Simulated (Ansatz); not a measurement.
Relaxation of CH5AlB2 (9 atoms, charge 0, multiplicity 1), to a largest force component of 0.015 eV/Å in at most 40 steps.

Theory: RKS PBE/def2-SVP in Ansatz 0.2.0.

```xyz
9
Properties=species:S:1:pos:R:3
B -0.171 1.707 -1.486
B -0.504 0.372 -0.684
C -0.705 -0.775 0.083
Al 0.614 -1.268 1.459
H -0.867 2.143 -2.327
H 0.801 2.335 -1.278
H -1.518 -1.497 0.058
H 1.100 -0.333 2.602
H 1.250 -2.684 1.572
```

Task: Where does it end, and by what steps?

Result: It converged. After 14 steps the energy has fallen by 0.302 eV; H8 moved furthest, 1.23 Å.

```csv
step,energy less start (eV),largest force component (eV/Å),accepted
0,0.0000,0.901,yes
1,-0.1143,1.235,yes
2,-0.1665,0.583,yes
3,-0.2094,0.310,yes
4,-0.2416,0.186,yes
5,-0.2574,0.177,yes
6,-0.2780,0.229,yes
7,-0.2844,0.134,yes
8,-0.2921,0.226,yes
9,-0.2909,0.205,no
10,-0.2989,0.064,yes
11,-0.3009,0.040,yes
12,-0.3020,0.036,yes
13,-0.3019,0.028,no
14,-0.3021,0.009,yes
```

```xyz
9
Properties=species:S:1:pos:R:3
B -0.146 1.704 -1.202
B -0.541 0.204 -0.675
C -0.749 -1.054 -0.108
Al 0.599 -1.137 1.310
H -0.745 2.218 -2.129
H 0.752 2.342 -0.686
H -1.423 -1.907 -0.266
H 1.585 0.096 1.555
H 0.669 -2.466 2.199
```

Run time: 36 s on 1 thread of Arm Neoverse V2, with other jobs on the host, peak memory 0.12 GiB.
